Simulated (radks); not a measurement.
The numbers below are computed, except where a source is named.
Question: The table gives one normalised radial function P(r) = r R(r) (large component) of Cl+ in [Ne] 3s2 3p4 (r in bohr). Code: a radial shooting solver on a logarithmic mesh with Libxc functionals. Model: Dirac Kohn-Sham, PBE, spin-unpolarised, spherical densities, point nucleus; open shells fill j = l - 1/2 first.

r,P
0.002958,0.0004
0.003761,0.0007
0.004781,0.0010
0.006078,0.0017
0.007788,0.0027
0.009901,0.0043
0.01259,0.0068
0.016,0.0106
0.02034,0.0165
0.02586,0.0254
0.03287,0.0387
0.04179,0.0581
0.05355,0.0865
0.06808,0.1241
0.08654,0.1726
0.11,0.2309
0.1399,0.2938
0.1778,0.3507
0.226,0.3839
0.2873,0.3701
0.3682,0.2825
0.4681,0.1145
0.595,-0.1252
0.7564,-0.3977
0.9616,-0.6428
1.222,-0.7930
1.554,-0.7998
1.976,-0.6706
2.532,-0.4588
3.218,-0.2589
4.091,-0.1152
5.201,-0.0379

Which n and l does it have? It may be an empty orbital.

Answer: n = 3, l = 1: the number of nodes gives n - l - 1 = 1, the rise at small r points to l (this Dirac orbital starts as r^gamma with gamma = sqrt((l + 1)^2 - (Z/c)^2) = 2.00; the j = 3/2 orbital of l + 1 starts with the same power, but with a smaller coefficient, and then steepens), and the extent must fit the shell. The curve is that of 3p3/2; the two j differ most near the nucleus, where j = l - 1/2 has the larger amplitude, and in heavy atoms j = l - 1/2 is also the more compact. 3p3/2: eigenvalue -19.364 eV, 1 radial node at r = 0.529 bohr, <r> = 1.71 bohr, 90 % of the charge inside 2.65 bohr.
